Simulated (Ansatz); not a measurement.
Basis-set series for F2GaI (`[F][Ga]([F])[I]`). Charge 0, multiplicity 1. I: def2 effective core potential. The geometry is a stationary point of PBE0-D4/def2-TZVP.

```tsv
functional	basis	functions	energy (Eh)	HOMO (eV)	LUMO (eV)
PBE0-D4	def2-SVP	86	-2421.54361	-8.53	-2.23
PBE0-D4	def2-TZVPP	160	-2422.05223	-8.60	-2.29
ωB97M-V	def2-SVP	86	-2421.80165	-10.65	-0.26
ωB97M-V	def2-TZVPP	160	-2422.31424	-10.74	-0.37
```

Give the rows for def2-QZVPP. (An estimate is asked.)

Ansatz gave: 
```json
{"functional": "PBE0-D4", "basis": "def2-QZVPP", "functions": "285", "energy (Eh)": "-2422.10897", "HOMO (eV)": "-8.62", "LUMO (eV)": "-2.35"}
{"functional": "ωB97M-V", "basis": "def2-QZVPP", "functions": "285", "energy (Eh)": "-2422.36864", "HOMO (eV)": "-10.77", "LUMO (eV)": "-0.52"}
```

Scalar relativity is left out up to krypton.
